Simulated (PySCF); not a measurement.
Bond length, frequency and bond energy of NdS by level of theory

State: quintet, about 3.9 electrons in the 4f shell (Mulliken), real f orbitals that mix terms. Set-up: PySCF, spin-free X2C with a Gaussian nucleus, basis sets Nd x2c-SVPall, S x2c-SVPall. De refers to Nd (4f4 6s2) + S in their high-spin ground configurations, without counterpoise correction. The functionals are run spin-unrestricted. A positive dipole means Nd(−)S(+). Levels whose curve was spin-contaminated or gave no clean fit are not listed.

```json
{"Level": "UHF", "Re (Å)": "2.475", "ωe (cm⁻¹)": "408", "De (eV)": "n/a", "μ (D)": "-11.94"}
{"Level": "UHF-MP2", "Re (Å)": "2.407", "ωe (cm⁻¹)": "422", "De (eV)": "n/a", "μ (D)": "n/a"}
{"Level": "UHF-SCS-MP2", "Re (Å)": "2.422", "ωe (cm⁻¹)": "415", "De (eV)": "n/a", "μ (D)": "n/a"}
{"Level": "M06-L", "Re (Å)": "2.405", "ωe (cm⁻¹)": "406", "De (eV)": "4.80", "μ (D)": "-7.83"}
{"Level": "PBE0", "Re (Å)": "2.393", "ωe (cm⁻¹)": "393", "De (eV)": "4.49", "μ (D)": "-8.19"}
```

The bond length runs from 2.393 Å (PBE0) to 2.475 Å (UHF).

Correlated steps freeze 23 core orbitals. Spin–orbit coupling is left out, which matters for elements this heavy, above all for dissociation energies. Counting both spins, an empty level lies below a filled one in some of these solutions, because spin and occupation are held. With d or f electrons several states lie close, and the lowest PBE0 determinant need not be the measured ground state.

The whole job (state search and all levels along the bond) took about 21 min on 2 threads of Intel Xeon Platinum 8488C (shared host), peak memory 2.2 GiB.
